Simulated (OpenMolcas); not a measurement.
Ti3+ among 2 point charges of -1 e arranged as a linear pair (D∞h).

- Program: OpenMolcas 26.06
- Method: CASSCF
- Basis: ANO-RCC-VTZP [6s5p3d2f1g]
- Scalar Hamiltonian: DKH2, point nucleus
- Active space: 1 electron in 5 orbitals (3d)
- State averaging: 2S+1 = 2 even, 5 roots
- Spin-orbit coupling: state interaction with AMFI integrals over the reference wave functions

All point charges move together. At R = 1.82 Å the first state of the same spin is 6839 cm-1, and at R = 1.9 Å it is 6123 cm-1.

Q: A third run gives 4766 cm-1. What distance was it run at?

A: With a power law R^-n the two known points give n = -ln(6123 / 6839) / ln(1.9 / 1.82) = 2.57. Then R = 1.82 × (6839 / 4766)^(1/2.57) = 2.095 Å. The run was at 2.09 Å, so the estimate is off by +0.005 Å.

This is an electrostatic model: the charges have no orbitals. No measured value stands beside these numbers.
